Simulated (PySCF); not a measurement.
## Argon: a sound run and one with changed settings

Sound run: Ar(2+) [Ne] 3s2 3p4, Ar(3+) [Ne] 3s2 3p3. Calculation: PySCF 2.14, in x2c-TZVPall (5s5p2d1f, 37 functions); scalar relativity by spin-free X2C-1e. In the sound run the correlated levels freeze [Ne]. The sound run starts from symmetry-adapted Hartree-Fock orbitals and uses a fine grid where one is needed.

Changed run: the non-relativistic Hamiltonian (point nucleus). This setting is unsound on purpose.

```
species   method  sound run (hartree)  changed run (hartree)  converged
 Ar(2+)      UHF           -527.11003             -524.95459        yes
 Ar(2+)      PBE           -527.56384             -525.40053        yes
 Ar(2+)    M06-L           -527.74636             -525.58603        yes
 Ar(2+)      MP2           -527.23707             -525.08169        yes
 Ar(2+)  CCSD(T)           -527.26802             -525.11283        yes
 Ar(3+)      UHF           -525.66357             -523.50873        yes
 Ar(3+)      PBE           -526.06732             -523.90452        yes
 Ar(3+)    M06-L           -526.25770             -524.09814        yes
 Ar(3+)      MP2           -525.76189             -523.60717        yes
 Ar(3+)  CCSD(T)           -525.78779             -523.63327        yes
```

Ionisation energy of Ar(2+):

| method | sound run (eV) | changed run (eV) |
| --- | --- | --- |
| UHF | 39.360 | 39.344 |
| PBE | 40.722 | 40.709 |
| M06-L | 40.508 | 40.487 |
| MP2 | 40.142 | 40.124 |
| SCS-MP2 | 40.224 | 40.206 |
| CCSD | 40.252 | 40.234 |
| CCSD(T) | 40.279 | 40.261 |

Most of the change in total energy is the relativistic energy itself. On top of that the contraction fixes the core shape for the Hamiltonian it was made with, so the changed run is not a good calculation with the other Hamiltonian either.

For comparison, NIST gives 40.735 ± 0.012 eV between the lowest levels.
